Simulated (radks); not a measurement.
The numbers below are computed, except where a source is named.
Question: Tb III, configuration [Xe] 4f9. Code: a radial shooting solver on a logarithmic mesh with Libxc functionals. Model: scalar-relativistic Kohn-Sham, PBE, spin-polarised, spherical densities, finite nucleus; open shells are filled with parallel spins first (spin-orbit coupling, left out, can overturn this in heavy ions); Fermi nuclear charge, rms radius 5.06 fm. Some entries of the table are withheld. Estimate them.

| orbital | occ. | eigenvalue (eV) | <1/r> (bohr^-1) | r(max) (bohr) |
|---|---|---|---|---|
| 1s up | 1 | -51865.23 | 73.09 | 0.01364 |
| 1s down | 1 | -51865.23 | 73.09 | 0.01364 |
| 2s up | 1 | -8608.982 | 16.97 | 0.07750 |
| 2s down | 1 | -8608.946 | 16.97 | 0.07750 |
| 2p up | 3 | -7651.996 | 15.81 | 0.06280 |
| 2p down | 3 | -7651.970 | 15.81 | 0.06280 |
| 3s up | 1 | -1920.534 | 6.235 | 0.2198 |
| 3s down | 1 | -1918.686 | 6.240 | 0.2197 |
| 3p up | 3 | -1625.324 | 5.853 | 0.2158 |
| 3p down | 3 | -1623.484 | 5.858 | 0.2157 |
| 3d up | 5 | -1240.338 | 5.553 | 0.1765 |
| 3d down | 5 | -1238.932 | 5.557 | 0.1764 |
| 4s up | 1 | -392.8755 | 2.627 | 0.5048 |
| 4s down | 1 | -388.6507 | 2.626 | 0.5047 |
| 4p up | 3 | -295.6905 | 2.411 | 0.5271 |
| 4p down | 3 | -291.4998 | 2.410 | 0.5269 |
| 4d up | 5 | -162.2633 | 2.124 | 0.5470 |
| 4d down | 5 | -158.1149 | 2.121 | 0.5468 |
| 5s up | 1 | -62.3105 | 1.004 | 1.179 |
| 5s down | 1 | -60.1215 | 0.9892 | 1.189 |
| 5p up | 3 | -39.3557 | 0.8410 | 1.343 |
| 5p down | 3 | -37.7601 | 0.8244 | 1.359 |
| 4f up | 7 | -18.2321 | (1) | 0.5551 |
| 4f down | 2 | -14.6364 | (2) | 0.5575 |

Answer: 
(1) 4f up <1/r> (bohr^-1): 1.526
(2) 4f down <1/r> (bohr^-1): 1.481
